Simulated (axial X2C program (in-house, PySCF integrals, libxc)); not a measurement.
# Potential curves of AlI, 2c

All values were computed with an in-house relativistic program for diatomic molecules. Two-component (2c) means X2C with spin–orbit coupling and atomic mean-field two-electron Coulomb and Gaunt terms. Basis: I dyall-cv3z [11s12p8d4f1g], Al dyall-v3z [8s8p2d1f] (cores contracted in-house); Gaussian nuclei, density fitting, unrestricted open shells. Masses: I 126.904 u, Al 26.982 u.

State: Ω = 0 (closed shell). Energies in eV from the fragments at the same level (I + Al). Fits are polynomials in 1 − R0/R over 0.85 to 1.23 times the lowest point R0.

| R (Å) | TPSS | TPSSh | CCSD | MP2 |
| --- | --- | --- | --- | --- |
| 2.2350 | -3.0191 | -3.0084 |  | -2.9807 |
| 2.3378 | -3.4091 | -3.3928 | -3.1049 | -3.3707 |
| 2.4149 | -3.5766 | -3.5561 | -3.2705 | -3.5339 |
| 2.4919 | -3.6653 | -3.6405 | -3.3538 | -3.6149 |
| 2.5690 | -3.6935 | -3.6645 | -3.3748 | -3.6336 |
| 2.6589 | -3.6691 | -3.6354 | -3.3405 | -3.5967 |
| 2.7488 | -3.6004 | -3.5620 | -3.2602 | -3.5138 |
| 2.8644 | -3.4662 | -3.4220 | -3.1113 | -3.3614 |
| 3.0057 | -3.2607 | -3.2096 |  | -3.1325 |
| 3.2112 | -2.9235 | -2.8627 |  | -2.7621 |
| 3.4938 | -2.4554 | -2.3812 |  | -2.2465 |
| 3.8535 | -1.9230 | -1.8312 |  | -1.6451 |

Correlated methods: 10 electrons correlated (number of frozen shells: I 4 s, 3 p, 2 d; Al 2 s, 1 p), 218 virtual spin orbitals or spinors in MP2.

The state is one determinant whose occupation by symmetry is held fixed; it was picked as the lowest of a PBE0 search that is not exhaustive. Closed shells are restricted here (equal orbitals for both partners); the stretched side of such a curve lies too high. De is counted from the lowest determinant-based energies of the atoms at the same level, without counterpoise correction. CCSD ran in a truncated set of natural virtual spinors with an MP2 remainder; without triples it tends to underbind. In 2c an atomic determinant is not the ground J level, so De misses part of the atomic spin–orbit lowering. This holds for TPSS, TPSSh. The functionals have no current-density term, which raises determinants with orbital currents, atoms included. Coupled cluster ran on the points near the minimum only. MP2 and coupled cluster on one determinant become unreliable at the stretched end.

Task: What are Re, ωe and De at the TPSS level?

Result: At TPSS, 2c: Re = 2.574 Å, ωe ≈ 303 cm⁻¹, De = 3.69 eV to I + Al; Be follows as 0.114 cm⁻¹.

Task: Fit the TPSSh curve near its minimum: give the equilibrium distance, the harmonic wavenumber and the well depth.

Result: At TPSSh, 2c: Re = 2.567 Å, ωe ≈ 307 cm⁻¹, De = 3.66 eV to I + Al; Be follows as 0.115 cm⁻¹.

Task: What are Re, ωe and De at the CCSD level?

Result: At CCSD, 2c: Re = 2.561 Å, ωe ≈ 315 cm⁻¹, De = 3.38 eV to I + Al; Be follows as 0.116 cm⁻¹.

Task: Fit the MP2 curve near its minimum: give the equilibrium distance, the harmonic wavenumber and the well depth.

Result: At MP2, 2c: Re = 2.558 Å, ωe ≈ 317 cm⁻¹, De = 3.63 eV to I + Al; Be follows as 0.116 cm⁻¹.
